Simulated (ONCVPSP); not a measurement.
## tantalum (Ta): variants of one ONCV potential

Base potential:

* Element: tantalum
* Generator: ONCVPSP 4.0.1
* Type: optimised norm-conserving Vanderbilt (ONCV)
* Functional: PBE
* Relativity: non-relativistic
* Frozen core: [Kr] 4d10 4f14
* Valence charge: 13
* Reference configuration: 5s2 5p6 5d3 6s1 6p1
* Partial waves: 5s+6s: rc 2.25 bohr, ncon 4, nbas 8, qcut 5.9 1/bohr, 2 projectors; 5p+6p: rc 2.55 bohr, ncon 4, nbas 8, qcut 6.4 1/bohr, 2 projectors; 5d: rc 2.05 bohr, ncon 4, nbas 8, qcut 3.9 1/bohr, local
* Local potential: the d channel
* Core correction: Teter function, fcfact 3.25, rcfact 1.35

Cutoffs, loose and tight: the cutoffs (Ha) at which the residual kinetic energy of the hardest occupied pseudo-wave falls to 1 and 0.1 mHa per electron. They do not see the model core or the augmentation charge, which bear on the density cutoff. Test errors are all-electron minus pseudo excitation energies from the reference, over the configurations 5s2 5p6 5d3 6s2 6p0; 5s2 5p6 5d3 6s1 6p0; 5s2 5p6 5d3 6s0 6p0; 5s2 5p6 5d1 6s0 6p0. A dash means not determined; rows that change the core or the reference have their own tests. The largest error is taken over the tests solved by every variant that gives reliable tests at all: 5s2 5p6 5d3 6s0 6p0; 5s2 5p6 5d3 6s1 6p0; 5s2 5p6 5d3 6s2 6p0.

A true bound ghost makes a file unfit for plane-wave use even where its test errors are small: the radial tests pick states by their node count and pass the ghost by.

```csv
change,outcome,"cutoff, loose","cutoff, tight",bound ghosts,GHOST(+) flags above zero,largest test error (meV)
base,generated,46 Ha,56 Ha,s,"s, p",+2.8
"core correction Teter function, fcfact 3.25, rcfact 0.98",generated,46 Ha,56 Ha,s,"s, p",+3.5
"core correction Teter function, fcfact 3.25, rcfact 1.06",generated,46 Ha,56 Ha,s,"s, p",+3.5
"core correction Teter function, fcfact 3.25, rcfact 1.26",generated,46 Ha,56 Ha,s,"s, p",+3.2
"core correction Teter function, fcfact 3.25, rcfact 1.34",generated,46 Ha,56 Ha,s,"s, p",+2.8
"core correction Teter function, fcfact 3.25, rcfact 1.46",generated,46 Ha,56 Ha,s,"s, p",+1.6
"core correction Teter function, fcfact 3.25, rcfact 1.66",generated,46 Ha,56 Ha,s,"s, p",-6.3
"core correction Teter function, fcfact 3.25, rcfact 1.76",generated,46 Ha,56 Ha,s,"s, p",-17
"core correction Teter function, fcfact 3.25, rcfact 1.94",generated,46 Ha,56 Ha,s,"s, p",-58
"core correction Teter function, fcfact 3.25, rcfact 2",generated,46 Ha,56 Ha,s,"s, p",-79
```

Reading the sweep of the rcfact (base included, trends over the rows without a ghost): Bound ghosts are found at 0.98, 1.06, 1.26, 1.34, 1.35, 1.46, 1.66, 1.76, 1.94, 2. Every judged row has one, so this setting neither creates nor removes them.
